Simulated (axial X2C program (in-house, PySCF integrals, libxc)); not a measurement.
Low determinants of MnAs at the PBE0 level, 2c

All values were computed with an in-house all-electron X2C program for linear molecules (integrals from PySCF). Two-component (2c) means X2C with spin–orbit coupling and atomic mean-field two-electron Coulomb and Gaunt terms. Basis: As dyall-cv3z [9s9p6d4f1g], Mn dyall-cv3z [9s10p6d3f2g] (cores contracted in-house); Gaussian nuclei, density fitting, unrestricted open shells. Masses: As 74.922 u, Mn 54.938 u.

Search at 2.276 Å (vertical energies from the lowest determinant):

| ΔE (eV) | state | electrons beyond evenly filled partner blocks | electrons in ±ω = 1/2, 3/2, 5/2, 7/2 |
| --- | --- | --- | --- |
| 0.00 | Ω = 1 | ω = -3/2, ω = 5/2 | 40 15 3 0 |
| 0.13 | Ω = 3 | ω = 1/2, ω = 5/2 | 39 16 3 0 |
| 0.37 | Ω = 4 | ω = 3/2, ω = 5/2 | 40 15 3 0 |
| 0.39 | Ω = 2 | 2 × ω = 1/2, ω = -3/2, ω = 5/2 | 40 15 3 0 |
| 0.49 | Ω = 2 | ω = -1/2, ω = 5/2 | 39 16 3 0 |
| 1.32 | Ω = 3 | ω = 1/2, ω = 5/2 | 41 14 3 0 |
| 1.43 | Ω = 2 | ω = -1/2, ω = 5/2 | 41 14 3 0 |

Lowest determinant, Ω = 1 (⟨Sz⟩ = 2.00, ⟨Lz⟩ = -1.00 at PBE0): Re = 2.271 Å, ωe = 303.7 cm⁻¹.

The determinant in row 2 of the search, Ω = 3 (⟨Sz⟩ = 2.00, ⟨Lz⟩ = 1.00 at PBE0), was followed along the bond at PBE0; measured from the minimum of the lowest determinant it gives:

Te = 0.131 eV (1057 cm⁻¹), Re = 2.270 Å, ωe = 303.9 cm⁻¹.

Q: Compare the bond of the determinant in row 2 with that of the lowest one.

A: At PBE0 its Re is 0.001 Å shorter and its force constant, which goes as ωe², is 1.00 times that of the lowest determinant. T0 ≈ Te + Δωe/2 = 1057 + (0) = 1057 cm⁻¹.

The search compares states at one distance, so a state with another bond length can lie lower; it is not exhaustive and yields mostly the lowest determinant of each block pattern, so other components and higher states of one pattern are missing. These are energies of single determinants, not of spin-adapted states; PBE0 term energies can be off by some tenths of an eV, and the functional has no current term. Open-shell Ω = 0 determinants with evenly filled partner blocks cannot be reached by this program, so the Ω shown need not be the lowest component. The lowest determinant need not be the ground state where others lie within half an eV.
